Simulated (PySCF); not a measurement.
Hexanethiol, C6H14S, SMILES SCCCCCC, GFN2-xTB optimised geometry.

```
21

C     -0.48    -4.77    -3.78
C      0.06    -4.06    -2.55
C     -0.37    -2.60    -2.50
C      0.17    -1.87    -1.27
C     -0.27    -0.41    -1.23
C      0.27     0.30     0.00
S     -0.29     2.05     0.00
H     -1.57    -4.75    -3.78
H     -0.16    -5.81    -3.79
H     -0.13    -4.29    -4.69
H     -0.29    -4.57    -1.65
H      1.15    -4.11    -2.55
H     -1.47    -2.55    -2.50
H     -0.02    -2.09    -3.40
H     -0.18    -2.38    -0.37
H      1.26    -1.92    -1.27
H     -1.36    -0.36    -1.22
H      0.08     0.10    -2.12
H      1.36     0.30     0.00
H     -0.09    -0.17     0.92
H      0.32     2.38     1.14
```

Density from B3LYP/def2-SVP (PySCF 2.14.0) at that geometry.

Minimum of the electron density along straight lines between bonded atoms, close to the bond critical point (lines longer than 1.1 times the sum of covalent radii, or with two minima, are not listed):

```tsv
bond	length / Å	ρ at the minimum / e bohr⁻³	∇²ρ there / e bohr⁻⁵	position (fraction from the first atom)
C1–C2	1.524	0.246	-0.57	0.50
C2–C3	1.527	0.246	-0.57	0.50
C3–C4	1.527	0.246	-0.57	0.50
C4–C5	1.527	0.245	-0.56	0.50
C5–C6	1.519	0.249	-0.58	0.49
C6–S7	1.837	0.174	-0.29	0.46
C1–H8	1.088	0.277	-1.01	0.62
C1–H9	1.087	0.277	-1.01	0.62
C1–H10	1.088	0.277	-1.01	0.62
C2–H11	1.092	0.276	-1.00	0.62
C2–H12	1.092	0.276	-1.00	0.62
C3–H13	1.092	0.276	-0.99	0.62
C3–H14	1.092	0.276	-0.99	0.62
C4–H15	1.093	0.276	-0.99	0.62
C4–H16	1.093	0.276	-0.99	0.62
C5–H17	1.092	0.277	-1.01	0.62
C5–H18	1.092	0.277	-1.01	0.62
C6–H19	1.090	0.280	-1.05	0.63
C6–H20	1.090	0.280	-1.05	0.63
S7–H21	1.331	0.215	-0.22	0.49
```
